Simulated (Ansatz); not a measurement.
Geometry optimisation, RHF/def2-SVP (Ansatz).

Input:

```yaml
crystal:
  periodic: [false, false, false]
  atoms:
    - { symbol: Ge, position_ang: [-0.41582, 5.4e-05, -0.422794] }
    - { symbol: F, position_ang: [0.009573, 0.004819, 2.44604] }
    - { symbol: H, position_ang: [0.998942, -0.000818, 0.141881] }
    - { symbol: H, position_ang: [-0.604281, 1.265787, -1.273623] }
    - { symbol: H, position_ang: [-0.605801, -1.265602, -1.273352] }
    - { symbol: H, position_ang: [-1.558956, 0.001221, 0.615979] }
    - { symbol: H, position_ang: [-0.893458, -0.00546, 2.359268] }
basis:
  gaussian: { orbitals: def2-SVP }
hamiltonian:
  xc: hf
relax:
  f_tol: 0.03
  max_steps: 50
```

Command:

```bash
$ ansatz run input.yaml --threads 1 --pin off --max-ram 2048MiB --backend cpu --events-out ev --progress --plain --runs-dir out
```

Problem. Where does it end, and by what steps?

Solution. It converged. The force dipped under the threshold on the way, but the program's further checks kept it going. After 12 steps the energy has fallen by 0.219 eV; F2 moved furthest, 0.67 Å.

```tsv
step	energy less start (eV)	largest force component (eV/Å)	accepted
0	0.0000	0.635	yes
1	-0.1260	0.966	yes
2	-0.1903	0.455	yes
3	-0.2103	0.594	yes
4	-0.2167	0.070	yes
5	-0.2173	0.091	yes
6	-0.2082	1.028	no
7	-0.2182	0.009	yes
8	-0.2118	0.880	no
9	-0.2183	0.128	yes
10	-0.2184	0.076	yes
11	-0.2185	0.034	yes
12	-0.2186	0.001	yes
```

```xyz
7
Properties=species:S:1:pos:R:3
Ge -0.420 -0.003 -0.665
F -0.040 0.015 3.118
H 0.996 -0.009 -0.088
H -0.639 1.256 -1.511
H -0.642 -1.249 -1.529
H -1.447 -0.010 0.479
H -0.879 -0.002 2.789
```

Time of the run: 13 s on 1 thread of Arm Neoverse V1, on a shared host, peak memory 0.12 GiB.
